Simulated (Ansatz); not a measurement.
This geometry of AlCl₃FH (6 atoms, charge 0, multiplicity 1) is a first-order saddle point.

Theory: RKS PBE0/def2-SVP (Ansatz).

```xyz
6
Properties=species:S:1:pos:R:3
Al 0.017 -0.351 -0.060
Cl 0.020 0.042 2.245
Cl 1.827 0.212 -0.925
Cl -1.823 0.139 -0.904
F 0.056 -1.992 0.639
H 0.049 -1.347 1.745
```

(1) Which two structures does it join? (They come from a converged band through this point; their orientation in space is the band's.)

(2) How far does it lie above each of them?

Answers

(1) Bonds broken: F5–H6. Bonds formed: Cl2–H6.

Initial state:

```xyz
6
Properties=species:S:1:pos:R:3
Al 0.013 -0.099 0.089
Cl 0.013 0.326 2.197
Cl 1.818 0.163 -0.927
Cl -1.812 0.081 -0.911
F 0.058 -1.997 0.681
H 0.056 -1.770 1.611
```

Final state:

```xyz
6
Properties=species:S:1:pos:R:3
Al 0.019 -0.500 -0.226
Cl 0.019 0.018 2.246
Cl 1.813 0.320 -0.911
Cl -1.814 0.240 -0.896
F 0.057 -2.090 0.316
H 0.051 -1.285 2.213
```

(2) 5.1 kcal/mol above the first and 2.4 kcal/mol above the second. This is the barrier of this one path; another mechanism may lie lower. The orbitals stay closed-shell, which can raise the energy where a bond breaks towards radicals; this wasn't checked here.

Run time: 99 s on 2 threads of Intel(R) Xeon(R) Platinum 8488C (Sapphire Rapids), on a shared host, peak memory 0.23 GiB.
